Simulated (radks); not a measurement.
Species: W LI. Configuration: [Ar] 3d5 6d1 (not the ground configuration).

All-electron calculation, Dirac Kohn-Sham, PBE, spin-unpolarised, spherical densities, finite nucleus; open shells fill j = l - 1/2 first; Fermi nuclear charge, rms radius 5.3658 fm. Program: a radial shooting solver on a logarithmic mesh with Libxc functionals.

Energy parts (eV):
| part | energy |
|---|---|
| total | -378871.39 |
| kinetic | 433316.13 |
| electron-nucleus | -864035.43 |
| Hartree | 57534.22 |
| exchange-correlation | -5686.31 |

Orbitals (lengths in bohr, moments of r in powers of bohr; <r^-3> diverges for s and p1/2):
orbital  occ.  eigenvalue (eV)  <r^-3>      <r>      <r^2>  small-component weight
1s1/2       2        -72527.86       -  0.01835  0.0004630                7.79e-02
2s1/2       2        -15048.87       -  0.07657   0.006987                1.78e-02
2p1/2       2        -14550.56       -  0.06332   0.004983                1.78e-02
2p3/2       4        -13184.70   16500  0.07115   0.006152                1.61e-02
3s1/2       2        -5528.925       -   0.1919    0.04214                6.43e-03
3p1/2       2        -5324.131       -   0.1812    0.03817                6.36e-03
3p3/2       4        -4994.592    4194   0.1939    0.04347                5.91e-03
3d3/2       4        -4679.047   737.5   0.1676    0.03260                5.74e-03
3d5/2       1        -4604.159   628.6   0.1715    0.03401                5.62e-03
6d3/2       1        -1047.249   76.80   0.9264     0.9687                1.12e-03
6d5/2       0        -1039.628   64.45   0.9335     0.9833                1.11e-03

The highest occupied level is 6d3/2 at -1047.2 eV. The electron density at the nucleus is 1.419e+06 e/bohr^3.
